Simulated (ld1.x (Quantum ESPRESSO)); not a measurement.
## Logarithmic derivatives: Co, TM semilocal

ld1.x (Quantum ESPRESSO) 7.5 input, shortened:

```
&input
   title='Co', zed=27., rel=1, dft='WC', iswitch=3,
   config='[Ar] 3d7 4s2 4p0'
 /
 &inputp
   pseudotype=1, tm=.true., lloc=0,
   nlcc=.true., new_core_ps=.true., rcore=0.55
 /
3
4P  2  1   0.00   0.00  3.40  3.40  0.0
3D  3  2   7.00   0.00  0.80  0.80  0.0
4S  1  0   2.00   0.00  2.30  2.30  0.0
 &test
   configts(1)='3d7 4s2 4p0'
 /
```

The phase is arctan(r·u′/u) with u = r·R(r), unwrapped; energies in Ry, scanned from -3 to 5 Ry. A pole is an energy at which the radial function vanishes at the test radius. The pseudo phase is shifted by a multiple of π to meet the all-electron one at the reference energy, and phase errors are pseudo minus all-electron; the curves can meet again beyond the range given. Levels narrower than the energy grid can be missing from the lists of poles.

| channel | radius (bohr) | reference energy (Ry) | poles, all-electron | poles, pseudo | unbroken range about the reference energy with phases within 0.05 rad | phase error 1 Ry above the reference energy (rad) |
| --- | --- | --- | --- | --- | --- | --- |
| s | 3.71 | -0.40 | -0.03, 3.37 | -0.03, 3.09 | below 1.1 | -0.006 |
| p | 3.71 | -0.09 | 0.60, 4.09 | 0.59, 3.56 | below 1.4 | -0.011 |
| d | 3.71 | -0.61 | -0.59, 1.75 | -0.59, 1.75 | the whole range | +0.001 |

Phases in the d channel:

```csv
E (Ry),all-electron,pseudo
-3.00,1.418,1.418
-2.76,1.411,1.411
-2.52,1.404,1.404
-2.28,1.396,1.396
-2.04,1.387,1.387
-1.80,1.375,1.375
-1.56,1.361,1.361
-1.32,1.344,1.344
-1.08,1.320,1.320
-0.84,1.278,1.278
-0.60,-1.421,-1.419
-0.36,-1.875,-1.875
-0.12,-1.963,-1.962
0.12,-2.099,-2.099
0.36,-2.403,-2.403
0.60,-3.226,-3.224
0.84,-4.102,-4.101
1.08,-4.434,-4.433
1.32,-4.580,-4.579
1.56,-4.664,-4.663
1.80,-4.724,-4.724
2.04,-4.775,-4.775
2.28,-4.827,-4.826
2.52,-4.890,-4.889
2.76,-4.984,-4.981
3.00,-5.169,-5.162
3.24,-5.723,-5.694
3.48,-6.950,-6.921
3.72,-7.448,-7.439
3.96,-7.617,-7.612
4.20,-7.700,-7.697
4.44,-7.751,-7.749
4.68,-7.786,-7.785
4.92,-7.814,-7.812
```
